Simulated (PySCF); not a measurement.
# LiBi and its ions

UHF; Li aug-cc-pVDZ, Bi aug-cc-pVDZ-PP with ECP60; scalar-relativistic core potentials (PySCF 2.14). Neutral (UHF): triplet (π ↑↑), Re = 2.732 Å, ωe = 354 cm⁻¹, De = 0.43 eV, HOMO -5.95 eV, LUMO -0.30 eV.

LiBi⁺ (UHF): quartet (σ ↑, π ↑↑), Re = 3.087 Å, ωe = 201 cm⁻¹. The energies at the minima are -221.03952 hartree for LiBi and -220.84456 for LiBi⁺.

Task: Work out the adiabatic ionisation energy, without and with harmonic zero-point energies (1 hartree = 27.2114 eV, 1 eV = 8065.5 cm⁻¹), and the change of the bond length.

Result: At UHF: 0.19496 hartree = 5.305 eV between the minima; the zero-point term (201.0 − 354.0)/2 cm⁻¹ = -0.009 eV makes it 5.296 eV. Re changes by +35.5 pm against the neutral. The electron leaves a σ orbital, and the ion is left as a loose complex of an ion and an atom.

These are scalar-relativistic numbers at best; spin–orbit coupling would shift them, the dissociation energy most. Hartree–Fock leaves out correlation, which carries a large part of most bond energies and some tenths to 1 eV of ionisation energies. States were picked by a PBE0 search and need not be the measured ground states.
